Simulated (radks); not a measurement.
Values are calculated unless marked as measured or tabulated.
Radial electron density D(r) = 4 pi r^2 rho(r) of an atom or ion with 38 electrons. Level of theory: Dirac Kohn-Sham, LDA (Slater exchange, Perdew-Wang correlation), spin-unpolarised, spherical densities, point nucleus (a radial shooting solver on a logarithmic mesh with Libxc functionals).

| r (bohr) | D(r) (e/bohr) |
|---|---|
| 0.00169 | 2.500 |
| 0.002183 | 3.888 |
| 0.002842 | 6.049 |
| 0.003701 | 9.248 |
| 0.004781 | 13.66 |
| 0.006225 | 19.84 |
| 0.008042 | 27.48 |
| 0.01047 | 36.65 |
| 0.01353 | 45.67 |
| 0.01761 | 53.12 |
| 0.02293 | 56.37 |
| 0.02963 | 54.57 |
| 0.03858 | 49.90 |
| 0.04983 | 48.24 |
| 0.06489 | 54.45 |
| 0.08382 | 65.23 |
| 0.1091 | 69.34 |
| 0.1421 | 58.99 |
| 0.1836 | 46.23 |
| 0.239 | 47.05 |
| 0.3088 | 54.14 |
| 0.4021 | 45.98 |
| 0.5194 | 25.94 |
| 0.6763 | 14.08 |
| 0.8806 | 13.09 |
| 1.138 | 10.50 |
| 1.481 | 4.792 |
| 1.913 | 1.231 |
| 2.491 | 0.1577 |
| 3.218 | 0.01048 |
| 4.191 | 0.0002425 |

What is the nuclear charge?

Answer. Z = 44. The innermost maximum, from 1s, lies near gamma/Z bohr with gamma = sqrt(1 - (Z/c)^2) = 0.947, here 0.0215 bohr (found: 0.0237), and its height grows with Z. The density is that of the ruthenium ion Ru6+ in [Kr] 4d2; the configuration itself is not fixed sharply by these data, and Z only to a few units. D(r) has 4 maxima, at r = 0.0237, 0.103, 0.319, 0.860 bohr, and minima at 0.0471, 0.205, 0.787 bohr, inside which lie 2.05, 11.09, 29.56 electrons.
